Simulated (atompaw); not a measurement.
**u(r) = r·R(r): atom against pseudo-atom (S (Z = 16))**

Columns: radius, all-electron u(r) and pseudo u(r) of the 3p shell (level -7.01 eV) of sulfur in the configuration [Ne] 3s2 3p4; PBE, scalar-relativistic, PAW (atompaw) scheme, atompaw 4.2.0.5.

| r (bohr) | all-electron | pseudo |
| --- | --- | --- |
| 0.063 | -0.0851 | 0.0041 |
| 0.127 | -0.2126 | 0.0167 |
| 0.190 | -0.2979 | 0.0369 |
| 0.254 | -0.3297 | 0.0648 |
| 0.317 | -0.3142 | 0.0987 |
| 0.381 | -0.2635 | 0.1387 |
| 0.444 | -0.1908 | 0.1824 |
| 0.508 | -0.1038 | 0.2301 |
| 0.571 | -0.0123 | 0.2790 |
| 0.635 | 0.0813 | 0.3294 |
| 0.698 | 0.1706 | 0.3787 |
| 0.762 | 0.2560 | 0.4273 |
| 0.825 | 0.3334 | 0.4729 |
| 0.888 | 0.4034 | 0.5155 |
| 0.952 | 0.4669 | 0.5551 |
| 1.015 | 0.5220 | 0.5902 |
| 1.079 | 0.5704 | 0.6215 |
| 1.142 | 0.6110 | 0.6481 |
| 1.206 | 0.6452 | 0.6709 |
| 1.269 | 0.6724 | 0.6894 |
| 1.333 | 0.6941 | 0.7043 |
| 1.396 | 0.7100 | 0.7155 |
| 1.460 | 0.7211 | 0.7236 |
| 1.523 | 0.7278 | 0.7286 |
| 1.587 | 0.7306 | 0.7307 |
| 1.650 | 0.7299 | 0.7299 |

**Question.** How many radial nodes do the two functions have?

**Answer.** The all-electron 3p function has n − l − 1 = 1; the pseudo-wave has 0, since the states of the same l below it are removed with the core.

**Question.** Is the pseudo-wave norm-conserving?

**Answer.** No, it belongs to a PAW set: the norm inside the radius is not constrained, and the difference is carried by the augmentation charge.
